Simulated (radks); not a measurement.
The caesium anion Cs-, [Xe] 6s2, held by a Watson sphere: a shell of charge +1 at radius R that stands for the Madelung well of a crystal (potential energy -1/R inside, -1/r outside, in hartree with lengths in bohr). Calculated with a radial shooting solver on a logarithmic mesh with Libxc functionals: scalar-relativistic Kohn-Sham, LDA (Slater exchange, Perdew-Wang correlation), spin-polarised, spherical densities, point nucleus. Response by self-consistent Sternheimer equations with the Hartree and adiabatic LDA kernel, the relativistic mass of each level held fixed and spin-orbit coupling left out. The sphere does not respond.

[
 {"R (bohr)": "2.85", "e(5s) (eV)": "-29.273", "e(5p) (eV)": "-16.023", "e(6s) (eV)": "-3.270", "<r> 6s (bohr)": "4.857", "sum of <r^2> (bohr^2)": "104.6", "X-ray form factor at sin(theta)/lambda = 0.3 1/angstrom": "37.946", "alpha (bohr^3)": "257.3"},
 {"R (bohr)": "3.48", "e(5s) (eV)": "-28.185", "e(5p) (eV)": "-14.977", "e(6s) (eV)": "-3.226", "<r> 6s (bohr)": "4.948", "sum of <r^2> (bohr^2)": "107.2", "X-ray form factor at sin(theta)/lambda = 0.3 1/angstrom": "37.950", "alpha (bohr^3)": "271.5"},
 {"R (bohr)": "3.73", "e(5s) (eV)": "-27.860", "e(5p) (eV)": "-14.652", "e(6s) (eV)": "-3.192", "<r> 6s (bohr)": "5.003", "sum of <r^2> (bohr^2)": "108.5", "X-ray form factor at sin(theta)/lambda = 0.3 1/angstrom": "37.950", "alpha (bohr^3)": "282.0"},
 {"R (bohr)": "4.44", "e(5s) (eV)": "-27.181", "e(5p) (eV)": "-13.958", "e(6s) (eV)": "-3.057", "<r> 6s (bohr)": "5.199", "sum of <r^2> (bohr^2)": "113.0", "X-ray form factor at sin(theta)/lambda = 0.3 1/angstrom": "37.947", "alpha (bohr^3)": "324.7"},
 {"R (bohr)": "5.18", "e(5s) (eV)": "-26.732", "e(5p) (eV)": "-13.493", "e(6s) (eV)": "-2.880", "<r> 6s (bohr)": "5.429", "sum of <r^2> (bohr^2)": "118.4", "X-ray form factor at sin(theta)/lambda = 0.3 1/angstrom": "37.941", "alpha (bohr^3)": "385.5"},
 {"R (bohr)": "5.72", "e(5s) (eV)": "-26.506", "e(5p) (eV)": "-13.258", "e(6s) (eV)": "-2.744", "<r> 6s (bohr)": "5.598", "sum of <r^2> (bohr^2)": "122.5", "X-ray form factor at sin(theta)/lambda = 0.3 1/angstrom": "37.938", "alpha (bohr^3)": "437.8"},
 {"R (bohr)": "5.88", "e(5s) (eV)": "-26.450", "e(5p) (eV)": "-13.199", "e(6s) (eV)": "-2.704", "<r> 6s (bohr)": "5.647", "sum of <r^2> (bohr^2)": "123.8", "X-ray form factor at sin(theta)/lambda = 0.3 1/angstrom": "37.938", "alpha (bohr^3)": "454.4"},
 {"R (bohr)": "5.92", "e(5s) (eV)": "-26.437", "e(5p) (eV)": "-13.185", "e(6s) (eV)": "-2.694", "<r> 6s (bohr)": "5.659", "sum of <r^2> (bohr^2)": "124.1", "X-ray form factor at sin(theta)/lambda = 0.3 1/angstrom": "37.937", "alpha (bohr^3)": "458.6"}
]
